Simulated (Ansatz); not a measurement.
`N#[C][Sn]([Cl])([Cl])[Cl]`. Total charge 0; spin multiplicity 1. Sn takes the def2 core potential.

Cartesian coordinates in Å:
```
N 2.318 -1.349 0.463
C 1.336 -0.780 0.270
Sn -0.441 0.256 -0.088
Cl -1.304 -0.424 -2.088
Cl 0.007 2.494 -0.151
Cl -1.916 -0.198 1.594
```

(1) List the harmonic frequencies (cm⁻¹, unscaled) at PBE0-D4/def2-TZVP in Ansatz. (Estimate.)

(2) Is this a minimum?

(3) Give the ideal-gas thermochemistry at 298.15 K and 1 bar (rigid rotor, harmonic oscillator; point group C3v, symmetry number 3).

(4) And at 400, 500, 600, 800 and 1000 K?

(5) Rotational constants (cm⁻¹)?

Answers

(1) The calculation gave: 78, 78, 111, 111, 124, 283, 283, 378, 410, 410, 442, 2330.

(2) Yes, all 12 modes are real.

(3) Zero-point energy 30.1 kJ/mol; H(298) − E = 55.2 kJ/mol; entropy 395.9 J/(mol·K), of which translation 177.8, rotation 116.9, vibration 101.2; G(298) − E = -62.9 kJ/mol. Modes under 100 cm⁻¹ are hindered rotations or soft bends, so the harmonic entropy is rough.

(4) 
```
T (K)  H − E (kJ/mol)  S (J/mol/K)  G − E (kJ/mol)
  400            66.9        429.7          -105.0
  500            78.8        456.3          -149.3
  600            91.0        478.4          -196.1
  800           115.7        514.0          -295.5
 1000           140.9        542.1          -401.2
```

(5) 0.03399, 0.03336, 0.03336.
